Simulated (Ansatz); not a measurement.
`C=[CH][GaH][GeH3]` → 2 C• + Ga• + Ge• + 7 H•  (atomization)

Calculated with Ansatz (gas phase, PBE0-D4/def2-TZVP geometries, no zero-point term in ΔE). CBS: MP2 limit from def2 TZ/QZ plus the TZ coupled-cluster correction, frozen cores. This one scheme is used for every species, atoms too. DFT in def2-TZVPP. HSE06 is defined as in plane-wave codes. No spin–orbit coupling; open shells (•) take unrestricted orbitals. Spin–orbit coupling would lower the free atoms: a little for C; clearly for Ga, Ge. For Ga, Ge outer-core shells are correlated without core-valence functions, so the limit isn't a true one: a few kJ/mol of doubt a bond, and 10 to 20 or more in all where bonds break to atoms. Scalar relativity is left out up to krypton. One conformer a species, not always the lowest.

| level | ΔE (kcal/mol) | difference from CCSD(T)/CBS |
| --- | --- | --- |
| LDA (SPW92) | 949.6 | 105.3 |
| PBE-D4 | 846.0 | 1.7 |
| B97M-V | 847.5 | 3.2 |
| CAM-B3LYP-D4 | 841.6 | -2.7 |
| r2SCAN0 | 833.9 | -10.4 |
| HSE06 | 834.6 | -9.7 |
| HF/def2-TZVPP | 624.6 | -219.7 |
| SCS-MP2/def2-TZVPP | 830.3 | -14.0 |
| CCSD/def2-TZVPP | 818.8 | -25.5 |
| HF/CBS(def2) | 624.7 | -219.6 |
| CCSD(T)/CBS | 844.3 | 0 |

Largest T1 diagnostic among the species: 0.013.

At CCSD(T), def2-SVP lies −41.8 kcal/mol from the extrapolated value and def2-TZVPP −14.5 kcal/mol: correlation converges slowly with the basis, and small sets miss more of it in the bonded molecule than in its fragments. From r2SCAN to r2SCAN0 (25 % exact exchange), in def2-TZVPP and without D4, ΔE moves by −8.8 kcal/mol: exact exchange takes away binding that semilocal exchange gives to molecules. The D4 term adds +9.0 kcal/mol with B3LYP and +4.7 kcal/mol with PBE0; it sums over pairs of atoms, weighted by their polarisabilities, and B3LYP, whose exchange is more repulsive, gets the larger term.

B3LYP here is the variant with VWN-RPA as its local correlation; programs differ in this.

For atomizations the MP2-based limit and the directly extrapolated one differ by several kJ/mol either way, and by 10 to 25 for some Ge, Se and Sn compounds, so smaller differences from it don't rank the levels.
